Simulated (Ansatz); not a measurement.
Consider the ligand exchange at the Al–O bond: `[SiH3][O][Al]([Cl])[Cl]` + HI → `[Cl][Al]([Cl])[I]` + `O[SiH3]`.

Calculated with Ansatz (gas phase, PBE0-D4/def2-TZVP geometries, no zero-point term in ΔE). CCSD(T)/CBS is the MP2 limit (def2-TZVPP, def2-QZVPP) plus CCSD(T) − MP2 in def2-TZVPP, frozen cores. Functionals use def2-TZVPP. HSE06 is defined as in plane-wave codes. Elements past krypton have def2 core potentials. For I outer-core shells are correlated without core-valence functions, which leaves a few kJ/mol of doubt a bond. One conformer a species, not always the lowest.

```csv
level,ΔE (kJ/mol),difference from CCSD(T)/CBS
r2SCAN-D4,11.2,2.3
r2SCANh-D4,10.7,1.8
BHLYP-D4,18.5,9.6
ωB97M-V,12.5,3.6
PBE,1.7,-7.2
revPBE,0.5,-8.4
r2SCAN,10.6,1.7
PBE0,2.7,-6.2
r2SCANh,10.1,1.2
HSE06,1.9,-7.0
CCSD(T)/def2-SVP,23.6,14.7
CCSD/def2-TZVPP,19.9,11.0
CCSD(T)/def2-TZVPP,17.1,8.2
HF/def2-QZVPP,24.3,15.4
SCS-MP2/def2-QZVPP,12.0,3.1
HF/CBS(def2),24.6,15.7
CCSD(T)/CBS,8.9,0
```

Largest T1 diagnostic among the species: 0.011.

Leaving LDA and LC-ωPBE aside and taking each functional with its dispersion term where it has one, the values, not all of them listed here, spread over 22.2 kJ/mol, from PBE-D4 to CAM-B3LYP-D4. LDA lies +4.6 kJ/mol from PBE without D4. In def2-TZVPP, CCSD(T) changes the Hartree–Fock value by −5.0 kJ/mol (the triples alone add −2.7 kJ/mol) and MP2 by −13.4 kJ/mol.
